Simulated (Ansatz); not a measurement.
Calculated with Ansatz (gas phase, PBE0-D4/def2-TZVP geometries, no zero-point term in ΔE). CBS: MP2 limit from def2 TZ/QZ plus the TZ coupled-cluster correction, frozen cores. For Ge outer-core shells are correlated without core-valence functions, which leaves a few kJ/mol of doubt a bond. Scalar relativity is left out up to krypton. Each species was taken in one conformer, which may not be the lowest.

Reaction (redistribution): `O=C[SiH2][SiH3]` + `[SiH3][SiH2][SiH2][SiH2][GeH3]` → `[SiH3][SiH2][SiH2][SiH2][SiH2][SiH3]` + `O=[CH][GeH3]`

`O=C[SiH2][SiH3]`:

Z-matrix (Å, degrees):
```
Si
C 1 1.928
Si 1 2.343 2 107.8
H 1 1.484 2 108.8 3 121.4
H 1 1.489 2 108.2 3 -118.4
O 2 1.204 1 122.8 3 -96.6
H 2 1.117 1 117.7 3 81.7
H 3 1.487 1 109.4 2 -57.1
H 3 1.487 1 110.2 2 -176.9
H 3 1.486 1 109.8 2 62.6
```

`[SiH3][SiH2][SiH2][SiH2][GeH3]`:

Z-matrix (Å, degrees):
```
Si
Si 1 2.338
H 1 1.488 2 109.5
H 1 1.488 2 111.4 3 120.3
H 1 1.488 2 109.9 3 -119.0
Si 2 2.339 1 109.5 3 60.7
H 2 1.490 1 109.2 3 -58.2
H 2 1.490 1 110.2 3 -177.0
Si 6 2.337 2 108.4 1 -50.5
H 6 1.490 2 110.4 1 -170.5
H 6 1.490 2 109.7 1 70.1
Ge 9 2.380 6 109.7 2 -50.5
H 9 1.489 6 111.2 2 -172.0
H 9 1.490 6 109.1 2 68.7
H 12 1.538 9 110.3 6 -57.3
H 12 1.538 9 111.4 6 -177.9
H 12 1.538 9 110.0 6 61.9
```

`[SiH3][SiH2][SiH2][SiH2][SiH2][SiH3]`:

Cartesian coordinates in Å:
```
Si 1.920 0.735 1.749
Si -0.187 1.752 1.713
Si -1.884 0.309 0.989
Si -1.958 0.203 -1.347
Si 0.166 -0.287 -2.192
Si 0.983 -2.222 -1.161
H 1.873 -0.491 2.589
H 2.924 1.671 2.323
H 2.361 0.356 0.380
H -0.148 2.951 0.829
H -0.493 2.216 3.096
H -1.638 -1.054 1.540
H -3.197 0.785 1.509
H -2.434 1.512 -1.877
H -2.919 -0.853 -1.775
H 0.116 -0.485 -3.668
H 1.070 0.862 -1.908
H 0.200 -3.397 -1.629
H 2.420 -2.445 -1.474
H 0.827 -2.117 0.314
```

`O=[CH][GeH3]`:

Cartesian coordinates in Å:
```
O 1.944 0.661 -0.457
C 1.133 -0.208 -0.304
Ge -0.773 0.154 0.208
H 1.427 -1.275 -0.447
H -1.070 -0.578 1.527
H -0.972 1.665 0.358
H -1.688 -0.419 -0.886
```

| species | CCSD/CBS(def2) energy (Eh) |
| --- | --- |
| `O=C[SiH2][SiH3]` | -694.91965 |
| `[SiH3][SiH2][SiH2][SiH2][GeH3]` | -3239.60025 |
| `[SiH3][SiH2][SiH2][SiH2][SiH2][SiH3]` | -1742.84401 |
| `O=[CH][GeH3]` | -2191.66989 |

Q: Work out ΔE.

A: ΔE = (-1742.84401) + (-2191.66989) − (-694.91965) − (-3239.60025) = 0.00600 Eh = +3.8 kcal/mol. CCSD(T)/CBS gives +3.3 kcal/mol.

Largest T1 diagnostic among the species: 0.016.

At CCSD(T), def2-SVP lies −0.8 kcal/mol from the extrapolated value and def2-TZVPP −0.3 kcal/mol. In def2-TZVPP, CCSD(T) changes the Hartree–Fock value by −2.5 kcal/mol (the triples alone add −0.4 kcal/mol) and MP2 by −2.2 kcal/mol. Leaving LDA and LC-ωPBE aside and taking each functional with its dispersion term where it has one, the values, not all of them listed here, spread over 2.2 kcal/mol, from revPBE-D4 to B2PLYP. LDA lies −1.2 kcal/mol from PBE without D4.
